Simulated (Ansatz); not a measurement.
Ideal-gas functions of `O[SiH2]B(O)F` at 600 K and 1 bar, from an Ansatz frequency run at PBE0-D4/def2-TZVP.

Molar mass 93.93 g/mol, point group C1 (symmetry number 1), electronic degeneracy 1, moments of inertia 72.895, 211.555, 276.794 u Å². Harmonic wavenumbers (cm⁻¹, unscaled): 42, 97, 179, 279, 335, 384, 581, 592, 661, 732, 811, 886, 915, 955, 985, 1269, 1394, 2187, 2239, 3822, 3926.

Use S(trans) = R[1.5 ln M + 2.5 ln T − 1.1517]; rotational temperatures θ = 24.2544 K / I; S(rot) = R[ln(√π/σ · √(T³/θAθBθC)) + 1.5]; for each mode x = 1.438777 ν̃/T, S = R[x/(eˣ − 1) − ln(1 − e⁻ˣ)] and H = RT x/(eˣ − 1); 1 cm⁻¹ = 0.0119627 kJ/mol; R = 8.31446 J/(mol·K).

By hand: the entropy, in J/(mol·K).

Translation 180.0. Rotation: θ = 0.3327, 0.1146, 0.0876 K, giving 120.7. Vibration, mode by mode: 27.40, 20.46, 15.41, 11.81, 10.36, 9.29, 6.20, 6.07, 5.30, 4.63, 3.98, 3.45, 3.27, 3.03, 2.87, 1.67, 1.32, 0.28, 0.25, 0.01, 0.01, in all 137.1. Electronic 0.0. Sum 437.8 J/(mol·K).

By hand: H − E and G − E in kJ/mol, counted from the electronic energy.

Zero-point energy ½ × 23271 × 0.0119627 = 139.2; thermal vibration 40.0; translation, rotation and pV give 4 RT = 20.0. H − E = 199.2 kJ/mol, and G − E = 199.2 − 600 × 437.8/1000 = -63.5 kJ/mol.

Vibration gives 31 % of the entropy, 47.9 J/(mol·K) of it from the modes under 150 cm⁻¹: soft modes count most, and the harmonic formula is weakest for them. The sum counts one conformer and one mirror image; others add a mixing term.
